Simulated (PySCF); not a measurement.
**What the low excited states add to the polarisability**

Species: CH₅B₂Br.
Cartesian coordinates in Å at the PBE0-D3(BJ)/def2-SVP level; atoms count from 1:
```
atom  x, y, z in Å
B1    -1.0967    0.7031    0.4366
C2    -0.0555   -0.4112    0.1111
B3     1.2422   -0.0725    0.8908
Br4    2.8404    0.4500   -0.0160
H5    -1.5643    1.3973   -0.4355
H6    -1.4395    0.8936    1.5812
H7     0.0895   -0.6092   -0.9578
H8    -0.4488   -1.2994    0.6499
H9     1.3038   -0.0922    2.0939
```

Theory: PySCF 2.14.0, density-fitted response routines, TDDFT CAM-B3LYP/def2-SVPD, vertical, gas phase, core orbitals frozen in the response. Relativistic effects, spin–orbit coupling among them, are left out although an element past zinc is present.

Excitation energies and transition dipoles (atomic units, axes of the coordinates) of those of the lowest 10 singlets that add 0.02 au or more to the mean polarisability:

```tsv
state	ΔE (hartree)	μx	μy	μz
S1	0.1813	-0.190	0.032	0.030
S2	0.2093	-0.221	0.005	0.046
S3	0.2196	-0.550	0.030	0.090
S4	0.2379	-0.493	-0.227	0.204
S5	0.2465	-0.053	-0.066	0.102
S6	0.2544	0.341	0.007	-0.201
S7	0.2660	-0.463	0.066	0.090
S8	0.2767	-0.334	-0.069	-0.387
S9	0.2841	0.259	0.245	-0.002
S10	0.2897	-0.117	0.039	-0.096
```

What does each state add to αxx, αyy and αzz, and how do the sums compare with the full static tensor?

Each state adds 2 μα² / ΔE.

```tsv
state	αxx (au)	αyy (au)	αzz (au)
S1	0.40	0.01	0.01
S2	0.46	0.00	0.02
S3	2.76	0.01	0.07
S4	2.04	0.43	0.35
S5	0.02	0.03	0.09
S6	0.92	0.00	0.32
S7	1.61	0.03	0.06
S8	0.81	0.03	1.08
S9	0.47	0.42	0.00
S10	0.09	0.01	0.06
all 10 states	9.6	1.0	2.1
full response	77.4	53.3	58.3
share (%)	12	2	4
```

The rest comes from the higher roots of the same response equations.

Give the full tensor and its principal values.

In au, rows and columns x, y, z:
```
x   77.4  0.3 -4.5
y    0.3 53.3 -1.5
z   -4.5 -1.5 58.3
```
Principal values 52.8, 57.7 and 78.4 au; mean 63.0 au (9.34 Å³).

By how much does the contribution of these states grow at 632.8 nm?

With ω = 0.0720 hartree each state's term in the mean polarisability goes from f / ΔE² to f / (ΔE² − ω²), f = (2/3) ΔE |μ|²; the sum over all 10 states goes from 4.21 to 4.62 au, a rise of 0.41 au.

One conformer stands for the species.
